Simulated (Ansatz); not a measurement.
```yaml
crystal:
  periodic: [false, false, false]
  atoms:
    - {symbol: C, position_ang: [4.525021, 1.303639, -0.454807]}
    - {symbol: C, position_ang: [2.426891, -0.894980, -0.059451]}
    - {symbol: C, position_ang: [-0.466694, -0.564248, 1.788192]}
    - {symbol: Si, position_ang: [-3.858574, -0.054028, -0.782695]}
    - {symbol: F, position_ang: [-4.129081, -2.942217, -3.036759]}
    - {symbol: F, position_ang: [-6.940503, 0.031031, 1.215510]}
    - {symbol: H, position_ang: [4.307603, 3.544569, 0.650004]}
    - {symbol: H, position_ang: [6.542440, 0.931692, -1.887416]}
    - {symbol: H, position_ang: [2.743376, -3.100669, -1.219637]}
    - {symbol: H, position_ang: [-0.347376, 1.446425, 3.318627]}
    - {symbol: H, position_ang: [-0.880809, -2.599178, 3.235153]}
    - {symbol: H, position_ang: [-3.744655, 2.770449, -2.687950]}
basis:
  gaussian: {orbitals: "6-31G*", nuclear_model: gaussian}
hamiltonian: {xc: {name: HSE06}}
accuracy: high
```

```sh
$ ansatz run in.yaml --threads 4 --pin off --events-out ev --progress --plain --max-ram 10444MiB
```

It prints (some lines left out):

```
Functional definition: HSE06
1927 factors; integrals over basis functions are off by at most 8.7e-8 eV
196 factors; integrals over basis functions are off by at most 1.1e-9 eV
mean field evaluation 1: about -16418.1143 eV, gradient 8.9e1 eV
mean field evaluation 2: about -15406.3757 eV, gradient 3.4e2 eV
mean field evaluation 4: about -16024.9446 eV, gradient 2.6e2 eV
mean field evaluation 8: about -16451.3853 eV, gradient 4.5e0 eV
mean field evaluation 16: about -16451.5509 eV, gradient 6.7e-4 eV
mean field -16451.55089773 eV, -604.5833442299 hartree, gradient 6.2e-8 eV, S^2 0.000000; 10 other end points of the search recorded, 0 dependent functions left out
reference -16451.55090401 eV, -604.5833444606 hartree; 28, 28 occupied and 78, 78 virtual orbitals, 1927 factors
Total energy: -16451.55090401 eV, -604.5833444606 hartree
```

Q: Something in this input is off. What?

A: The geometry is stretched to more than twice its size. The calculation finished and met its thresholds. The result belongs to that input, not to the molecule as meant.

HSE06 is defined as in plane-wave codes.
